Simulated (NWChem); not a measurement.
Everything below was run with NWChem. System: CH5BF2O, charge 0, spin multiplicity 1, at a geometry optimised with PBE0/def2-SVP. The structure started from a generated list of species. Level: MP2/def2-TZVP, 5 core orbitals frozen.

Job file:

```
start mol
memory heap 200 mb stack 800 mb global 1000 mb
geometry units angstroms nocenter noautoz noautosym
  B      0.653373    -0.506626     0.449561
  H      1.808838    -0.829657     0.243281
  F      0.447407     0.449992     1.400111
  F     -0.297447    -1.472220     0.425459
  C     -0.990060     0.936372    -1.083813
  O      0.308903     0.344516    -0.997885
  H     -1.119087     1.710568    -0.314398
  H     -1.701837     0.122886    -0.905921
  H     -1.137164     1.348829    -2.091003
  H      1.001875     1.006196    -1.123941
end
basis spherical
  * library def2-tzvp
end
scf
  rhf
  nopen 0
  maxiter 100
  thresh 1e-7
  semidirect memsize 60000000 filesize 0
end
mp2
  freeze core 5
end
task mp2 energy
```

Part of the output:

```
             Northwest Computational Chemistry Package (NWChem) 7.3.0
             --------------------------------------------------------

                                NWChem Input Module
                                -------------------

 Scaling coordinates for geometry "geometry" by  1.889725989
 (inverse scale =  0.529177249)

                             Geometry "geometry" -> ""
                             -------------------------

 Output coordinates in angstroms (scale by  1.889725989 to convert to a.u.)

  No.       Tag          Charge          X              Y              Z
 ---- ---------------- ---------- -------------- -------------- --------------
    1 B                    5.0000     0.65337300    -0.50662600     0.44956100
    2 H                    1.0000     1.80883800    -0.82965700     0.24328100
    3 F                    9.0000     0.44740700     0.44999200     1.40011100
    4 F                    9.0000    -0.29744700    -1.47222000     0.42545900
    5 C                    6.0000    -0.99006000     0.93637200    -1.08381300
    6 O                    8.0000     0.30890300     0.34451600    -0.99788500
    7 H                    1.0000    -1.11908700     1.71056800    -0.31439800
    8 H                    1.0000    -1.70183700     0.12288600    -0.90592100
    9 H                    1.0000    -1.13716400     1.34882900    -2.09100300
   10 H                    1.0000     1.00187500     1.00619600    -1.12394100

 Effective nuclear repulsion energy (a.u.)     189.5839538988

            Nuclear Dipole moment (a.u.)
            ----------------------------
        X                 Y               Z
 ---------------- ---------------- ----------------
    -0.0000113384    -0.0000000000    -0.0000094486


 Summary of "ao basis" -> "" (spherical)
 ------------------------------------------------------------------------------
       Tag                 Description            Shells   Functions and Types
 ---------------- ------------------------------  ------  ---------------------
 *                         def2-tzvp                  on all atoms
[...]
  Active beta occupied  =     16
  Active alpha virtual  =    164
  Active beta virtual   =    164
  Use MO symmetry       = F
  Use skeleton AO sym   = F

  AO/Fock/Back tols     =   1.0D-09  1.0D-09  1.0D-09

 GA uses MA = F    GA memory limited = T

 Available:
  local mem=  1.15D+08
 global mem=  1.31D+08
 local disk=  0.00D+00
  mp2_memr nvloc                   164
  nvloc new                   164
   1 passes of  16:        5242880                     200966                 148397947.
   1 passes of  16: M    114681605           G      131003550           F     109438725.
  mp2_memr nvloc                   164
  nvloc new                   164
   2 passes of   8:        5242880                     135392                  74228225.
   2 passes of   8: M    114681605           G      131003550           F     109438725.

 Semi-direct pass number   1 of   2  for RHF alpha+beta  at       92.3s
  vrange nnbf                 16627
  mp2_eaftype                   283  avail_ma_in_mb                   999
 EAF : mp2_eaftype filesize         283   37114113.
  mp2_eaf for mointskh                    283
Node 0 wrote    174.5 Mb in      0.1 s     Agg I/O rate:  2153.2 Mb/s
 Done moints_semi at      111.4s
  mp2_eaftype                   283  avail_ma_in_mb                   716
 EAF : mp2_eaftype filesize         283   37114113.
  mp2_eaf for kh                   283
 Done maket at      112.4s
 Semi-direct pass number   2 of   2  for RHF alpha+beta  at      112.4s
  vrange nnbf                 16627
  mp2_eaftype                   283  avail_ma_in_mb                   716
 EAF : mp2_eaftype filesize         283   37114113.
  mp2_eaf for mointskh                    283
Node 0 wrote    174.5 Mb in      0.1 s     Agg I/O rate:  2233.2 Mb/s
 Done moints_semi at      132.2s
  mp2_eaftype                   283  avail_ma_in_mb                   716
 EAF : mp2_eaftype filesize         283   37114113.
  mp2_eaf for kh                   283
 Done maket at      133.1s
 Done multipass loop at      133.1s

          -------------------------------------------
          SCF energy                -339.463780281424
          Correlation energy          -1.020292328559
          Singlet pairs               -0.639222420752
          Triplet pairs               -0.381069907807
          Total MP2 energy          -340.484072609983
          -------------------------------------------

          ---------------------------------------------------
                    Spin Component Scaled (SCS) MP2
          Same spin pairs                     -0.254046605205
          Same spin scaling factor             0.333333333333
          Opposite spin pairs                 -0.766245723354
          Opposite spin scaling fact.          1.200000000000
          SCS-MP2 correlation energy          -1.004177069760
          Total SCS-MP2 energy              -340.467957351184
          ---------------------------------------------------

 -----------------------
 Performance information
 -----------------------

 Timer overhead =  1.92D-07 seconds/call

               Nr. of calls         CPU time (s)                 Wall time (s)                GFlops
             ---------------    -------------------     ------------------------------   -------------------
Name         Min   Avg   Max    Min     Avg     Max     Min     Avg     Max   Mx/calls   Min     Max     Sum
mp2: moin     2     2     2    39.     39.     39.      39.     39.     39.     19.      0.0     0.0     0.0
mp2: make     2     2     2    1.9     1.9     1.9      1.9     1.9     1.9    0.97      0.0     0.0     0.0
mp2: tota     1     1     1    41.     41.     41.      41.     41.     41.     41.      0.0     0.0     0.0

 The average no. of pstat calls per process was 5.00D+00
 with a timing overhead of 9.58D-07s

 Task  times  cpu:      133.1s     wall:      133.1s

 Total times  cpu:      133.2s     wall:      133.2s
```
